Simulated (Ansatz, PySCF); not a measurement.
Mo(S)2(OH)(Me) (CH4MoOS2), SMILES [CH3][Mo]([OH])(=[S])=[S], multiplicity 1.

Geometry: B3LYP-D3(BJ)/def2-SVP. The spin state was assumed, not searched. The def2 effective core potentials stand for the cores of Mo; spin–orbit coupling is left out. One conformer was computed; it need not be the lowest.

Vertical ionisation energy (IE) and electron affinity (EA) in eV. Rows of orbital energies are one-electron estimates. Where ΔSCF, EOM or ADC give a negative EA the extra electron is unbound and the value depends on the basis.

| level | IE | EA |
|---|---|---|
| −ε(HOMO), −ε(LUMO), ωB97X/def2-TZVP (PySCF) | [?] | [?] |
| −ε(HOMO), −ε(LUMO), PBE/def2-TZVP (PySCF) | 6.14 | 3.77 |
| ΔSCF, CAM-B3LYP/def2-SVPD (Ansatz), final states of multiplicity 2 and 2 | 9.14 | 1.84 |
| ΔSCF, PBE/def2-SVPD (Ansatz), final states of multiplicity 2 and 2 | 8.99 | 1.28 |

### Question
Fill in the missing entries. (The exact figures need the calculation; the answer reports its results.)

### Answer

- −ε(HOMO), −ε(LUMO), ωB97X/def2-TZVP (PySCF), IE: 9.38
- −ε(HOMO), −ε(LUMO), ωB97X/def2-TZVP (PySCF), EA: 1.14

### Question
What vertical singlet–triplet gap does ΔSCF give with CAM-B3LYP/def2-SVPD (Ansatz, a quantum-chemistry and plane-wave program) and with PBE/def2-SVPD (Ansatz)? (An estimate is asked for; the answer gives what the named calculation found.)

### Answer
1.98 and 2.33 eV (triplet above singlet where positive).
